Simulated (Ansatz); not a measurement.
Reaction (formal exchange of groups at the Si–Cl bond): `C=C[SiH](O)Cl` + `CC[SiH](O)F` → `C=C[Si@@H](O)[Si@@H](O)F` + `CCCl`

Isolated molecules relaxed with PBE0-D4/def2-TZVP in Ansatz; ΔE leaves out vibrations. CBS: MP2 limit from def2 TZ/QZ plus the TZ coupled-cluster correction, frozen cores. Each species was taken in one conformer, which may not be the lowest.

```
                   species  HF/CBS(def2) energy (Eh)
           `C=C[SiH](O)Cl`                -902.16014
             `CC[SiH](O)F`                -543.33059
`C=C[Si@@H](O)[Si@@H](O)F`                -907.20369
                    `CCCl`                -538.21230
```

Q: Work out ΔE.

A: ΔE = (-907.20369) + (-538.21230) − (-902.16014) − (-543.33059) = 0.07474 Eh = +196.2 kJ/mol. CCSD(T)/CBS gives +189.4 kJ/mol.

Largest T1 diagnostic among the species: 0.012.

From PBE to PBE0 (25 % exact exchange), in def2-TZVPP and without D4, ΔE moves by +10.4 kJ/mol.
